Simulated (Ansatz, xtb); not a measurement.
**Two isomers of CH11PSi4**

Structure a: `[SiH3]C1([SiH3])[SiH2]P[SiH2]1`, a singlet. Structure b: `[SiH3]P1[SiH2]C[SiH2][SiH2]1`, a singlet. Both are isolated molecules in the gas phase, relaxed with r2SCAN-D4/def2-SVP; each stands in its lowest conformer found.

Quicker runs give these differences E(b) − E(a): GFN2-xTB −15.0 kcal/mol; HF/STO-3G −32.0 kcal/mol (at GFN2-xTB geometries); r2SCAN-D4/def2-SVP//GFN2-xTB −14.9 kcal/mol.

Task: Estimate E(b) − E(a) at the level CCSD(T)/def2-SVP + ΔMP2/def2-TZVPP.

Result: Calculated at CCSD(T)/def2-SVP + ΔMP2/def2-TZVPP: E(b) − E(a) = −10.3 kcal/mol, so structure b lies lower.

Level by level:

```json
{"level": "GFN2-xTB", "geometry": "GFN2-xTB", "E(b) − E(a) (kcal/mol)": "−15.0", "departure from the last row (kcal/mol)": "−4.7", "job, with rough time for the two": "optimisation, 0.46 s"}
{"level": "HF/STO-3G", "geometry": "GFN2-xTB", "E(b) − E(a) (kcal/mol)": "−32.0", "departure from the last row (kcal/mol)": "−21.8", "job, with rough time for the two": "single point, 0.61 s"}
{"level": "r2SCAN-D4/def2-SVP//GFN2-xTB", "geometry": "GFN2-xTB", "E(b) − E(a) (kcal/mol)": "−14.9", "departure from the last row (kcal/mol)": "−4.6", "job, with rough time for the two": "single point, 5.5 s"}
{"level": "r2SCAN-D4/def2-SVP", "geometry": "r2SCAN-D4/def2-SVP", "E(b) − E(a) (kcal/mol)": "−14.6", "departure from the last row (kcal/mol)": "−4.3", "job, with rough time for the two": "optimisation, 1.8 min"}
{"level": "HF/def2-SVP", "geometry": "r2SCAN-D4/def2-SVP", "E(b) − E(a) (kcal/mol)": "−11.1", "departure from the last row (kcal/mol)": "−0.8", "job, with rough time for the two": "part of the CCSD(T) run"}
{"level": "MP2/def2-SVP", "geometry": "r2SCAN-D4/def2-SVP", "E(b) − E(a) (kcal/mol)": "−9.6", "departure from the last row (kcal/mol)": "+0.7", "job, with rough time for the two": "part of the CCSD(T) run"}
{"level": "CCSD(T)/def2-SVP", "geometry": "r2SCAN-D4/def2-SVP", "E(b) − E(a) (kcal/mol)": "−10.6", "departure from the last row (kcal/mol)": "−0.3", "job, with rough time for the two": "single point"}
{"level": "CCSD(T)/def2-SVP + ΔMP2/def2-TZVPP", "geometry": "r2SCAN-D4/def2-SVP", "E(b) − E(a) (kcal/mol)": "−10.3", "departure from the last row (kcal/mol)": "", "job, with rough time for the two": "single point, 75 s"}
```

As drawn, b has 1 P–Si, 1 Si–Si, 2 C–H in place of 2 C–Si, 1 Si–H, 1 P–H. Structure a has a 4-membered ring, b a 5-membered ring.

None of the levels shown reverses the order. The largest departure from CCSD(T)/def2-SVP + ΔMP2/def2-TZVPP is that of HF/STO-3G, 21.8 kcal/mol. The last row adds to CCSD(T) the change of the MP2 difference between the two basis sets, here +0.3 kcal/mol.

With thermal terms from frequencies at re-optimised GFN2-xTB minima (ideal gas, soft modes damped towards free rotors, one conformer each, 298.15 K, 1 atm): on the last row, ΔE + ΔZPE = −6.8, ΔH = −7.0, ΔG = −7.1 kcal/mol.

The correlated steps freeze 26 core orbitals. Codes used: Ansatz 0.2.0, xtb 6.7.1; the last row on 4 threads of Arm Neoverse V1 on a shared host.
